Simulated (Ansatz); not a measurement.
`B[SiH2]CF` + `[CH2]1[NH][AlH]1` → `B[N]1[CH2][AlH]1` + `FC[SiH3]` at 298.15 K and 1 bar (cleavage of the B–Si bond).

Calculated with Ansatz (gas phase, PBE0-D4/def2-TZVP geometries, no zero-point term in ΔE). CCSD(T)/CBS is the MP2 limit (def2-TZVPP, def2-QZVPP) plus CCSD(T) − MP2 in def2-TZVPP, frozen cores. Each species was taken in one conformer, which may not be the lowest.

```tsv
species	CCSD(T)/CBS energy (Eh)	H − E (kJ/mol)	S (J/(mol·K))
`B[SiH2]CF`	-455.26817	193.6	338.4
`[CH2]1[NH][AlH]1`	-337.12157	139.0	270.1
`B[N]1[CH2][AlH]1`	-362.54602	173.0	302.8
`FC[SiH3]`	-429.90570	157.3	287.8
```

H − E and S are ideal-gas, rigid-rotor, harmonic terms from PBE0-D4/def2-TZVP, for one conformer and one mirror image of each species. 1 Eh = 2625.50 kJ/mol, R = 8.31446 J/(mol·K).

Question: By hand: ΔE, ΔH, ΔS and ΔG.

Answer: ΔE = (-362.54602) + (-429.90570) − (-455.26817) − (-337.12157) = -0.06198 Eh = -162.7 kJ/mol. Δ(H − E) = 173.0 + 157.3 − 193.6 − 139.0 = -2.3, so ΔH = -165.0 kJ/mol. ΔS = 302.8 + 287.8 − 338.4 − 270.1 = -17.9 J/(mol·K). ΔG = -165.0 − 298.15 × (-17.9)/1000 = -159.7 kJ/mol.

Question: By hand: the equilibrium constant, and the temperature at which ΔG would vanish if ΔH and ΔS stayed fixed.

Answer: log₁₀ K = −ΔG/(RT ln 10) = 28.0. ΔG = 0 at ΔH/ΔS = 9218 K, far beyond where these terms or the molecules hold.

ΔH outweighs TΔS. A doubt of 5 kJ/mol in ΔE shifts log₁₀ K by 0.9 here. Other conformers and mirror images would add mixing entropy, several J/(mol·K) or more a flexible species. Modes under 60 cm⁻¹, often nearly free rotors, make the harmonic entropy too high. These are equilibria of isolated gas molecules and say nothing of rates. Largest T1 diagnostic: 0.015 (customary marks: 0.02 for closed shells, 0.045 for open ones).
